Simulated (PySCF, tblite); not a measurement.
C3H9ClO2Si2.
Atom-mapped SMILES: `[O:1]=[C:2]([CH2:3][O:4][SiH3:5])[SiH2:6][CH2:7][Cl:8]` (hydrogens: H9, H10 on C3; H11, H12, H13 on Si5; H14, H15 on Si6; H16, H17 on C7)

Cartesian coordinates in Å at the GFN2-xTB level; atoms count from 1:
```xyz
17
C3H9ClO2Si2 angstrom
O      1.1772   -1.9856   -0.8729
C      0.5069   -1.0967   -0.4104
C     -0.9950   -1.0248   -0.5449
O     -1.4014    0.1327    0.1152
Si    -2.9294    0.6834    0.2968
Si     1.1460    0.4192    0.5888
C      3.0433    0.1965    0.6538
Cl     3.7534    1.5882    1.5136
H     -1.2757   -0.9951   -1.6044
H     -1.4555   -1.9162   -0.1027
H     -3.5412    0.9088   -1.0159
H     -3.7334   -0.3046    1.0217
H     -2.6404    1.8935    1.0431
H      0.6240    0.3764    1.9519
H      0.8527    1.6588   -0.1241
H      3.5072    0.1710   -0.3302
H      3.3544   -0.6935    1.1971
```

Method used: PBE0/pcSseg-1 in PySCF (dipole) on a GFN2-xTB geometry, gas phase.

Take the most abundant isotopes and a rigid rotor. The values belong to one conformer with, in the numbering `[O:1]=[C:2]([CH2:3][O:4][SiH3:5])[SiH2:6][CH2:7][Cl:8]`, O1–C2–C3–O4 180°, C2–C3–O4–Si5 -179°, O1–C2–Si6–C7 1°, C2–Si6–C7–Cl8 178°.

Task: Give the principal moments of inertia and the rotational constants in cm⁻¹.

Result: Ia = 250.16, Ib = 1010.60, Ic = 1242.63 u·Å²; 505379 MHz·u·Å²/I gives 2020, 500.1 and 406.7 MHz, that is A = 0.06739, B = 0.01668, C = 0.01357 cm⁻¹.

Task: What kind of rotor is it?

Result: An asymmetric top. Ray's parameter κ = (2B − A − C)/(A − C) = -0.884; −1 is the prolate and +1 the oblate limit.

Task: Is it planar, by Δ = Ic − Ia − Ib?

Result: Not planar: Δ = Ic − Ia − Ib = -18.12 u·Å². For a rigid frame Δ = −2 Σ m c², so Σ m c² = 9.06 u·Å² lies off the ab plane: 9.03 from hydrogen and 0.03 from heavier atoms. The atom farthest from that plane is 1.26 Å away.

Task: Give the other two planar moments, Paa and Pbb, and the rms extents of the mass along the axes.

Result: Paa = Σ m a² = (Ib + Ic − Ia)/2 = 1001.53 and Pbb = Σ m b² = (Ia + Ic − Ib)/2 = 241.10 u·Å². With the mass M = 167.98 u, the rms extents √(P/M) along a, b and c are 2.44, 1.20, 0.23 Å.

Task: Where do the levels up to J = 3 lie, in K?

Result: Above 0(0,0), as E/k:
J = 1: 1(0,1) 0.044, 1(1,1) 0.116, 1(1,0) 0.121
J = 2: 2(0,2) 0.130, 2(1,2) 0.199, 2(1,1) 0.212, 2(2,1) 0.431, 2(2,0) 0.432
J = 3: 3(0,3) 0.260, 3(1,3) 0.323, 3(1,2) 0.350, 3(2,2) 0.562, 3(2,1) 0.563, 3(3,1) 0.938, 3(3,0) 0.938
The levels of one J sum to (2J + 1)J(J + 1)(A + B + C)/3.

Task: Predict some low-J microwave lines.

Result: The dipole components are |μa| = 4.00 D, |μb| = 0.30 D, |μc| = 0.03 D. The squared components, which scale the intensities, stand as 1.00 : 0.01 : 0.00 (a : b : c). Some lines, for components of 0.1 D or more:

| type | branch | J(Ka,Kc) | MHz | lower level (cm⁻¹) |
| --- | --- | --- | --- | --- |
| a | R | 1(0,1) ← 0(0,0) | 907 | 0.000 |
| b | Q | 1(1,0) ← 1(0,1) | 1614 | 0.030 |
| b | Q | 2(1,1) ← 2(0,2) | 1711 | 0.091 |
| a | R | 2(1,2) ← 1(1,1) | 1720 | 0.081 |
| a | R | 2(0,2) ← 1(0,1) | 1809 | 0.030 |
| a | R | 2(1,1) ← 1(1,0) | 1907 | 0.084 |
| b | R | 1(1,1) ← 0(0,0) | 2427 | 0.000 |
| b | R | 2(1,2) ← 1(0,1) | 3240 | 0.030 |
| b | Q | 2(2,0) ← 2(1,1) | 4565 | 0.148 |
| b | Q | 2(2,1) ← 2(1,2) | 4841 | 0.138 |
| b | R | 2(2,1) ← 1(1,0) | 6467 | 0.084 |
| b | R | 2(2,0) ← 1(1,1) | 6565 | 0.081 |

Its GFN2-xTB frequencies are all real (lowest 46 cm⁻¹). Zero-point vibration and centrifugal distortion are left out. A rigid rotor knows nothing of internal rotation, which can split or shift real lines. Quadrupole hyperfine structure (35Cl) is left out.
